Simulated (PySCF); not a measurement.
H₃O, charge +1, singlet, at a GFN2-xTB geometry. Base run: TPSS/def2-SVP (PySCF).

The PySCF input:
```python
from pyscf import gto, scf, dft

mol = gto.Mole()
mol.atom = '''
    O     0.070940    0.002888    0.031336
    H    -0.025127    0.805022   -0.529842
    H     0.027376   -0.824717   -0.498515
    H    -0.569771   -0.003407    0.777672
'''
mol.basis = 'def2-svp'
mol.charge = 1
mol.spin = 0
mol.verbose = 4
mol.build()

mf = dft.RKS(mol)
mf.xc = 'tpss'
mf.kernel()
```

Variants of this job, named by their change:

```tsv
change	E (Eh)	HOMO (eV)	HOMO-LUMO gap (eV)	core-seconds (rough)
base	-76.64773	-18.63	11.05	2
functional = pbe0; dispersion = d3bjm	-76.56287	-20.60	13.83	1.0
functional = bhandhlyp	-76.60260	-22.61	16.52	0.8
functional = tpssh	-76.64063	-19.46	12.29	2
functional = mn12l	-76.57394	-19.44	11.71	1
functional = hf	-76.24599	-25.95	22.43	0.2
functional = x3lyp	-76.61314	-20.32	13.07	1
functional = o3lyp	-76.62178	-19.50	11.83	1.0
functional = b97-1	-76.62083	-20.23	13.33	1
functional = wb97x_v	-76.61483	-23.24	18.63	40
functional = b97m_v	-76.61391	-19.28	11.81	40
functional = pbe; dispersion = d3bj	-76.55867	-18.47	10.63	1
functional = hse06	-76.56857	-20.18	13.02	2
```

Total energies compare only within one method and basis.
